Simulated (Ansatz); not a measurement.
```yaml
atoms:
  - { symbol: H, position_ang: [0.1392, 0.4200, -1.5678] }
  - { symbol: Li, position_ang: [1.3333, 0.9142, -0.2009] }
  - { symbol: Li, position_ang: [0.1200, -1.3435, -0.9135] }
  - { symbol: H, position_ang: [1.3141, -0.8493, 0.4534] }
  - { symbol: Li, position_ang: [-1.3141, 0.8493, -0.4534] }
  - { symbol: H, position_ang: [-0.1200, 1.3435, 0.9135] }
  - { symbol: H, position_ang: [-1.3333, -0.9142, 0.2009] }
  - { symbol: Li, position_ang: [-0.1392, -0.4200, 1.5678] }
```

Basis set: 6-31G* (spherical functions). All electrons are correlated. Charge 0, multiplicity 1.

Computed with Ansatz (development build ahead of 0.2.0); each method stands on the lowest determinant of its kind that the runs found. Restricted open shells among the atoms or ions are ROHF, correlated in semicanonical orbitals with singles.

The atomization energy at this shape (free ground-state atoms in the same class of orbitals less the molecule, no zero-point energy) of singlet Li₄H₄:

| method | atomization energy |
| --- | --- |
| RHF-MP2 | 13.47 eV |

**Question.** What does RHF give?

**Answer.** 11.42 eV.
